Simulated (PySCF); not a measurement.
Estimate the missing entries of this data sheet.

C8H13NSi.
InChI=1S/C8H13NSi/c1-10(2,3)8-6-4-5-7-9-8/h4-7H,1-3H3

Conformer (atom-mapped SMILES and torsion angles): `[CH3:1][Si:2]([CH3:3])([CH3:4])[c:5]1[cH:6][cH:7][cH:8][cH:9][n:10]1`: C1–Si2–C5–C6 152°.

```tsv
property	level	value
point group of the GFN2-xTB geometry	GFN2-xTB	?
rotational constants A, B, C of the GFN2-xTB geometry	GFN2-xTB	2.023, 0.741, 0.659 GHz
dipole moment	PBE0/pcSseg-1	1.80 D
HOMO energy	PBE0/pcSseg-1	?
LUMO energy	PBE0/pcSseg-1	?
13C chemical shifts (computed TMS as zero) by class	GIAO PBE0/pcSseg-1	174.7 (1 C), 155.0 (1 C), 139.6 (1 C), 134.2 (1 C), 127.5 (1 C), -1.4 (3 C) ppm
1H chemical shifts (computed TMS as zero) by class	GIAO PBE0/pcSseg-1	9.05 (1 H), 7.82 (1 H), 7.64 (1 H), 7.31 (1 H), 0.31 (9 H) ppm
isotropic shieldings of nuclei other than C and H, by class	GIAO PBE0/pcSseg-1	?
```

The electronic properties come from PySCF, for the isolated species, density fitting. Geometry: GFN2-xTB; no solvent or vibrations. NMR classes are plain means over equivalent atoms (diastereotopic ones count apart unless rotation or inversion swaps them), as if these changed places fast; in this geometry the members of some classes differ.

Task: The HOMO energy?

Result: -6.97 eV.

Task: What is the LUMO energy?

Result: -0.80 eV.

Task: The point group of the GFN2-xTB geometry?

Result: C1.

Task: Give the isotropic shieldings of nuclei other than C and H, by class.

Result: -109 (1 N), 355 (1 Si) ppm.

With B = h/(8π²I), that is 505.379 GHz u Å² over I, the principal moments of inertia are 249.8, 681.9 and 766.8 u Å² (most abundant isotopes). The rotational constants make it an asymmetric top with κ = (2B − A − C)/(A − C) = -0.88, nearer the prolate limit (−1). The dipole matches unit charges of opposite sign 0.37 Å apart (1 e·Å = 4.8032 D).
